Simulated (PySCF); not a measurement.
Species: C5H4NOP.
Numbering: `[CH3:1][c:2]1[cH:3][p:4][c:5]([C:6]#[N:7])[o:8]1`

Geometry (GFN2-xTB, Å), atoms numbered from 1 in this order:
```xyz
12
C5H4NOP angstrom
C     -1.8449   -0.6427   -0.2874
C     -0.5503    0.0689   -0.1094
C     -0.3005    1.4079   -0.1762
P      1.3982    1.7713    0.1059
C      1.6333    0.0650    0.2929
C      2.8439   -0.5771    0.5697
N      3.8566   -1.0695    0.7972
O      0.5179   -0.6848    0.1507
H     -1.7714   -1.3525   -1.1104
H     -2.0906   -1.2029    0.6138
H     -2.6370    0.0694   -0.4959
H     -1.0539    2.1462   -0.3770
```

Probes without a nucleus sit at each ring's centroid and 1 Å off its mean plane on both sides; NICS is minus the shielding there, NICSzz its component along the normal. Level: GIAO PBE0/pcSseg-1 (PySCF, non-relativistic, gas phase) on the GFN2-xTB geometry, one conformer.

Ring bond lengths (Å), with Mayer bond orders in brackets: C2–C3 1.364 (1.52), C3–P4 1.760 (1.17), P4–C5 1.733 (1.44), C5–O8 1.352 (1.03), O8–C2 1.333 (1.08).

Q: Give the NICS values of each ring in ppm.

A: 
```csv
ring,type,NICS(0),"NICS(1), two faces","NICS(1)zz, two faces",rms pucker (Å),"centre to ring atoms, mean (Å)"
C2–C3–P4–C5–O8,5-membered ring with O and P; formal bonds all aromatic,-11.5,-10.9 / -10.9,-24.5 / -24.5,0.00,1.27
```

Q: What do they say, and how far can they be read as aromaticity?

A: 
- C2–C3–P4–C5–O8: mean NICS(1)zz -24.5 ppm, shielded.

Q: What does the geometric index give? HOMA takes Krygowski's 1993 parameters.

A: 
- C2–C3–P4–C5–O8: HOMA 0.47; the largest term is that of C5–O8, α(R − Ropt)² = 1.18.

Q: What are the shieldings of the ring atoms and their hydrogens in the same run (means over atoms taken as equivalent)?

A: 
```
atoms                  environment  σ isotropic (ppm)
   C2  substituted aromatic carbon               17.3
   C3           aromatic CH carbon               54.9
   P4     phosphorus bonded to 2 C              106.5
   C5  substituted aromatic carbon               17.3
   O8            furan-type oxygen              -29.8
  H12            aromatic hydrogen              24.60
```
